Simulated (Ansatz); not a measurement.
Reaction (ligand exchange at the Si–I bond): `O[SiH2]I` + `O[SiH](O)O` → `O[SiH2]O[SiH](O)O` + HI

Isolated molecules relaxed with PBE0-D4/def2-TZVP in Ansatz; ΔE leaves out vibrations. CCSD(T)/CBS adds triple-zeta CCSD(T) − MP2 to the extrapolated MP2 energy (def2 sets, frozen cores). Functionals use def2-TZVPP. B3LYP here is the variant with VWN-RPA as its local correlation; programs differ in this. Elements past krypton have def2 core potentials. For I outer-core shells are correlated without core-valence functions, which leaves a few kJ/mol of doubt a bond. Each species was taken in one conformer, which may not be the lowest.

Problem. Is it downhill or uphill in electronic energy at CCSD(T)/CBS, and by how much? (Best estimate.)

Solution. Computed: Downhill: ΔE = -37.7 kJ/mol.

Problem. What do these levels give: PBE-D4, r2SCAN-D4, PBE0-D4, ωB97X-V, PBE, B3LYP, HF/def2-TZVPP, MP2/def2-TZVPP, SCS-MP2/def2-TZVPP, CCSD/def2-TZVPP, HF/def2-QZVPP, CCSD/CBS(def2)? (Best estimate.)

Solution. Computed: PBE-D4 -25.3, r2SCAN-D4 -36.1, PBE0-D4 -29.2, ωB97X-V -40.0, PBE -21.9, B3LYP -38.2, HF/def2-TZVPP -47.4, MP2/def2-TZVPP -37.2, SCS-MP2/def2-TZVPP -42.6, CCSD/def2-TZVPP -46.9, HF/def2-QZVPP -49.1, CCSD/CBS(def2) -39.2 kJ/mol.

Largest T1 diagnostic among the species: 0.012.

From PBE to PBE0 (25 % exact exchange), in def2-TZVPP and without D4, ΔE moves by −4.2 kJ/mol. The D4 term adds −5.0 kJ/mol with B3LYP and −3.1 kJ/mol with PBE0; it sums over pairs of atoms, weighted by their polarisabilities, and B3LYP, whose exchange is more repulsive, gets the larger term.
